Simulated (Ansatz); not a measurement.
`CN(C)[SiH2]O` + `[NH2][SnH3]` → `[NH2][SnH2][SiH2]O` + `CNC`  (formal exchange of groups at the Si–N bond)

Program: Ansatz. Geometries: PBE0-D4/def2-TZVP. ΔE: electronic, gas phase. CBS: MP2 limit from def2 TZ/QZ plus the TZ coupled-cluster correction, frozen cores. DFT in def2-TZVPP. B3LYP here is the variant with VWN-RPA as its local correlation; programs differ in this. def2 core potentials past Kr. For Sn outer-core shells are correlated without core-valence functions, which leaves a few kJ/mol of doubt a bond. One conformer a species, not always the lowest.

```tsv
level	ΔE (kcal/mol)	difference from CCSD(T)/CBS
PBE-D4	4.5	-4.2
r2SCAN-D4	7.7	-1.0
B3LYP-D4	8.5	-0.2
B2PLYP	9.5	0.8
PBE	4.2	-4.5
r2SCAN	7.5	-1.2
PBE0	6.3	-2.4
MP2/def2-TZVPP	10.7	2.0
SCS-MP2/def2-TZVPP	11.8	3.1
CCSD/def2-TZVPP	11.1	2.4
CCSD(T)/def2-TZVPP	10.4	1.7
MP2/def2-QZVPP	9.9	1.2
SCS-MP2/def2-QZVPP	11.0	2.3
HF/CBS(def2)	15.3	6.6
MP2/CBS(def2)	9.1	0.4
CCSD/CBS(def2)	9.4	0.7
CCSD(T)/CBS	8.7	0
```

Largest T1 diagnostic among the species: 0.013.

From PBE to PBE0 (25 % exact exchange), in def2-TZVPP and without D4, ΔE moves by +2.0 kcal/mol. In def2-TZVPP, CCSD(T) changes the Hartree–Fock value by −4.5 kcal/mol (the triples alone add −0.7 kcal/mol) and MP2 by −4.2 kcal/mol.
